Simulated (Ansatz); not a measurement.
This geometry of CH$_{9}$BGeSi (13 atoms, charge 0, multiplicity 1) is a first-order saddle point.

Computed with Ansatz, RKS r2SCAN-D4/def2-SVP.

```xyz
13
Properties=species:S:1:pos:R:3
C -1.192 2.239 -0.342
B -0.958 0.702 -0.340
Ge 0.865 -0.114 0.214
Si 0.967 -2.490 0.259
H -1.744 2.408 0.610
H -0.300 2.881 -0.311
H -1.885 2.582 -1.128
H -1.885 -0.030 -0.611
H 1.262 0.428 1.607
H 1.963 0.413 -0.739
H 0.645 -3.041 -1.094
H -0.037 -3.028 1.230
H 2.319 -2.987 0.658
```

(1) Which two structures does it join? (They come from a converged band through this point; their orientation in space is the band's.)

(2) How far does it lie above each of them?

Answers

(1) No bond is made or broken. The dihedral C1–B2–Ge3–H10 goes from 23 to -157°.

Initial state:

```xyz
13
Properties=species:S:1:pos:R:3
C -1.198 1.696 -0.897
B -1.009 0.802 0.362
Ge 0.821 0.069 0.934
Si 1.009 -2.113 -0.030
H -1.264 2.720 -0.466
H -0.366 1.716 -1.617
H -2.156 1.546 -1.420
H -1.972 0.513 1.039
H 1.009 -0.101 2.453
H 2.014 0.885 0.395
H 0.863 -2.032 -1.517
H -0.066 -3.009 0.496
H 2.337 -2.725 0.283
```

Final state:

```xyz
13
Properties=species:S:1:pos:R:3
C -1.947 0.934 0.575
B -0.637 1.216 -0.216
Ge 1.186 0.439 0.321
Si 1.314 -1.749 -0.639
H -2.491 0.181 -0.034
H -1.838 0.522 1.589
H -2.622 1.806 0.593
H -0.705 1.825 -1.263
H 1.361 0.253 1.842
H 2.404 1.223 -0.203
H 1.199 -1.672 -2.128
H 0.191 -2.596 -0.128
H 2.606 -2.417 -0.295
```

(2) 1.8 kcal/mol above the first and 1.7 kcal/mol above the second. This is the barrier of this one path; another mechanism may lie lower.

The run took 5.3 min on 2 threads of Arm Neoverse V2 (shared host), peak memory 0.2 GiB.
